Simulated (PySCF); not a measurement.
Two-component Hartree-Fock for Kr²⁺ (krypton, charge +2)

Start: [Ar] 3d10 4s2 4p4; 4p1/2 filled at m_j = -1/2, +1/2; 4p3/2 filled at m_j = +1/2, +3/2. Calculated with PySCF 2.14 in x2c-SVPall-2c (5s6p3d, 38 functions): generalised Hartree-Fock with the X2C-1e Hamiltonian and a Gaussian nucleus; one run each with spin-orbit coupling (SO) switched off, then screened by Boettger's factors.

| spinor shell | electrons | ε, spin-free (eV) | ε, screened SO (eV) | weight of nominal j (screened SO) | rms radius, screened SO (bohr) |
| --- | --- | --- | --- | --- | --- |
| 1s1/2 | 2 | -14425.6 | -14425.2 | 1.000 | 0.0478 |
| 2s1/2 | 2 | -1985.3 | -1985.2 | 1.000 | 0.199 |
| 2p1/2 | 2 | -1753.5 | -1790.5 | 1.000 | 0.175 |
| 2p3/2 | 4 | -1753.5 | -1735.6 | 1.000 | 0.178 |
| 3s1/2 | 2 | -330.75 | -330.65 | 1.000 | 0.565 |
| 3p1/2 | 2 | -254.29 | -260.17 | 0.999 | 0.574 |
| 3p3/2 | 4 | -254.29 | -251.33 | 0.999 | 0.585 |
| 3d3/2 | 4 | -127.52 | -128.32 | 0.979 | 0.610 |
| 3d5/2 | 6 | -127.52 | -126.84 | 0.986 | 0.612 |
| 4s1/2 | 2 | -54.148 | -54.110 | 1.000 | 1.62 |
| 4p3/2 | 2 | -37.170 | -37.849 | 0.805 | 1.90 |
| 4p1/2 | 2 | -37.170 | -36.571 | 0.720 | 1.90 |

| quantity | spin-free | screened SO |
| --- | --- | --- |
| E (hartree) | -2786.30103 | -2786.45642 |
| M_J | 2 | 2 |
| ⟨J²⟩ | 6.006 | 6.012 |
| ⟨L²⟩ | 2.004 | 2.154 |
| ⟨S²⟩ | 2.002 | 1.933 |

Each row is a mean over spinors that exchange with the open shell spreads, by up to 6.557 eV (4s1/2).

Rows whose weight is well below 1 are mixtures of j = l ± 1/2: exchange outweighs spin-orbit coupling there, and the label is only the starting occupation.

Without spin-orbit coupling the j labels of p, d and f shells carry no meaning; the spin-free column gives the mean over the occupied spinors of each nl shell.
